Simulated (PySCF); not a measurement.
Geometries of 2 isomers of C4H7BTe, from PBE0-D3(BJ)/def2-SVP geometry optimisation, gas phase, def2 core potentials past Kr (PySCF). One conformer each, no zero-point energy, no frequencies.

Task: Which isomer lies lower at this level?
A.
```xyz
13
angstrom
B      1.892   -0.250   -0.261
C      0.775    0.358    0.634
Te     0.286   -1.858    0.512
C     -1.028   -0.558   -0.678
C     -0.561    0.672    0.058
C     -1.274    1.781    0.274
H      1.784   -0.249   -1.466
H      2.956   -0.497    0.264
H      1.006    0.755    1.630
H     -2.097   -0.780   -0.575
H     -0.709   -0.622   -1.729
H     -2.258    1.920   -0.181
H     -0.888    2.584    0.907
```
B.
```xyz
13
angstrom
B     -1.542    0.169   -0.162
C     -0.114   -0.164   -0.694
C      1.028    0.747   -0.396
C      1.857    0.513    0.624
Te     1.411   -1.229    1.720
C     -0.276   -1.295    0.357
H     -2.510   -0.363   -0.653
H     -1.660    0.949    0.753
H     -0.065   -0.577   -1.712
H      1.173    1.620   -1.042
H      2.699    1.149    0.904
H     -1.187   -1.130    1.005
H     -0.411   -2.281   -0.102
```

Result: A. That is `B[C@@H]1[Te]CC1=C`, 5.2 kcal/mol below the other.

```tsv
SMILES	atoms numbered as above	E (Eh)	relative (kcal/mol)	relative (kJ/mol)	dipole (D)
B[C@@H]1[Te]CC1=C	[BH2:1][C@@H:2]1[Te:3][CH2:4][C:5]1=[CH2:6]	-449.11417	0.0	0.0	2.20
B[C@H]1C=C[Te]C1	[BH2:1][C@H:2]1[CH:3]=[CH:4][Te:5][CH2:6]1	-449.10592	5.2	21.7	0.84
```

As drawn, the lower has a four-membered ring, which the higher lacks.
